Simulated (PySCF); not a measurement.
A structure optimised at PBE0-D3(BJ)/def2-SVP, used in a PySCF frequency run:

```
C
H 1 1.1053
C 1 1.5190 2 109.99
H 3 1.0995 1 111.76 2 53.45
H 3 1.1016 4 108.37 1 -121.55
H 3 1.1025 4 108.42 5 -116.24
C 1 1.5193 2 110.33 3 -125.12
H 7 1.0991 1 111.57 2 -51.43
H 7 1.1008 8 107.97 1 120.91
H 7 1.1026 8 108.52 9 117.03
Se 1 1.9632 2 101.69 3 117.78
O 11 1.8173 1 97.06 2 178.67
H 12 0.9653 11 106.13 1 93.34
```

Task: Write its SMILES and formula.

Result: CC(C)[Se]O, C3H8OSe

Task: What are its rotational constants (standard atomic weights)?

Result: 4.5448, 2.1623, 2.1541 GHz
